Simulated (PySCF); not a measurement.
Gallium: a sound run and one with changed settings

Sound run: Ga [Ar] 3d10 4s2 4p1, Ga⁺ [Ar] 3d10 4s2. Computed with PySCF 2.14 in 6-31G*, with no relativity, point nucleus. In the sound run the correlated levels freeze [Ar] 3d10. The sound run starts from symmetry-adapted Hartree-Fock orbitals and uses a fine grid where one is needed.

Changed run: all electrons correlated in a basis built for the valence shell.

| species | method | sound run (hartree) | changed run (hartree) | converged |
| --- | --- | --- | --- | --- |
| Ga | MP2 | -1922.97149 | -1923.18346 | yes |
| Ga⁺ | MP2 | -1922.76195 | -1922.97161 | yes |

Ionisation energy of Ga:

| method | sound run (eV) | changed run (eV) |
| --- | --- | --- |
| UHF | 5.570 | 5.570 |
| MP2 | 5.702 | 5.765 |
| SCS-MP2 | 5.684 | 5.725 |

A valence basis has no tight correlating functions, so it recovers only part of the core correlation, and not evenly between atom and ion.

For comparison, NIST gives 5.999 eV between the lowest levels.
